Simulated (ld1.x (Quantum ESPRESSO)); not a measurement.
**Transferability test, TM semilocal potential for hafnium**

Hf (Z = 72), norm-conserving Troullier–Martins (semilocal form), made with ld1.x (Quantum ESPRESSO) 7.5 (LDA (PZ), scalar-relativistic). Core [Xe], reference 4f14 5d2 6s2 6p0. Waves: 6s (bound): rc 2.10 bohr; 6p (bound, empty): rc 3.20 bohr; 4f (bound): rc 1.15 bohr; 5d (bound): rc 2.80 bohr. Local part: the d channel. Core correction: none.

Energies are relative to the spin-unpolarised reference configuration 4f14 5d2 6s2 6p0; without spin polarisation the order of configurations can differ from experiment. Spin-polarised rows fill each open shell by Hund’s rule, majority spin first.

```csv
valence configuration,charge,ΔE all-electron (eV),error AE − PS (meV)
4f14 5d2 6s1 6p0,+1,8.198,+10
4f14 5d2 6s0 6p0,+2,22.701,+66
4f14 5d1 6s0 6p0,+3,44.802,+170
4f13 5d3 6s2 6p0,0,17.561,-476
4f14 5d2 6s0 6p2,0,8.075,+12
4f14 5d3 6s1 6p0,0,2.586,+3.6
4f14 5d2 6s1.5 6p0,+0.5,3.349,+1.5
```

(1) What are ΔE and the potential's error for 4f14 5d2 6s2 6p0 (spin-polarised)?

(2) What are ΔE and the potential's error for 4f14 5d2 6s1 6p0 (spin-polarised)?

Results:

(1) ΔE = -0.441 eV all-electron; the error (AE − PS) is +251 meV.

(2) ΔE = 7.063 eV all-electron; the error (AE − PS) is +488 meV.
